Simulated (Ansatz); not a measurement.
Species: RbI (charge 0, singlet). 
Geometry from a B3LYP-D3(BJ)/def2-TZVP (Ansatz, a quantum-chemistry and plane-wave program) optimisation:
SMILES: [Rb][I]
```xyz
2

Rb     0.0000     0.0000    -1.9203
I      0.0000     0.0000     1.3406
```
Charge 0, spin multiplicity 1.

Basis-set convergence of Hartree-Fock and CCSD correlation energies (hartree) with Ansatz. Valence correlation only, unless marked. No spin-orbit coupling. The frozen core is the preceding noble-gas configuration, with the filled d and f shells of earlier blocks. The outer core of K, Ca and their heavier congeners is not correlated, a term that matters for these elements. In def2 rows, elements after Kr have scalar-relativistic effective core potentials.

```json
[
 {"basis": "def2-SVP", "functions": "50", "E(HF)": "-320.54869", "E(corr, CCSD)": "-0.10926"},
 {"basis": "def2-TZVPP", "functions": "90", "E(HF)": "-320.55726", "E(corr, CCSD)": "-0.15828"},
 {"basis": "def2-QZVPP", "functions": "145", "E(HF)": "-320.55891", "E(corr, CCSD)": "-0.18027"}
]
```

Extrapolating the two largest sets (X = 3 and 4) as X^-3: E(corr) = (64·(-0.18027) - 27·(-0.15828))/37 = -0.1963 Eh, an estimate of the basis-set limit. The largest set recovers 91.8 % of it, the smallest 55.7 %.
